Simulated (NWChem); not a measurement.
Molecule: Si2H4OClF; SMILES F[SiH2]O[SiH2]Cl

```xyz
9

Si    -0.0088    -1.7573    -0.5081
F     -0.9170    -2.0804     0.8107
O      0.9957    -0.4708    -0.1722
Si     0.9239     1.1096     0.3548
Cl    -0.9123     1.9340    -0.1687
H     -0.9369    -1.4196    -1.6304
H      0.8658    -2.9355    -0.7833
H      2.0067     1.8753    -0.3342
H      1.0493     1.1604     1.8444
```
Atoms are numbered in this order, from 1.

Computed with NWChem. The geometry was optimised at PBE-D3(BJ)/def2-SVP. Level BLYP/def2-SVP: energy and gradient; each run changes one setting, and changes count from the defaults (medium grid, exact Coulomb integrals, symmetry on).

| setting | size of the energy change (μHa) | largest change of a gradient component (μHa/bohr) | time, defaults = 1 (rough) |
|---|---|---|---|
| defaults | < 10 | < 30 | about 1 |
| Coulomb fitting, Ahlrichs set | 500 | 60 | 0.4 |
| coarse grid | < 10 | 500 | about 1 |
| tight SCF thresholds and tolerances | < 10 | < 30 | about 1 |
| extra-fine grid | 10 | 70 | about 1 |
| Coulomb fitting, Weigend set | 500 | 60 | 0.4 |
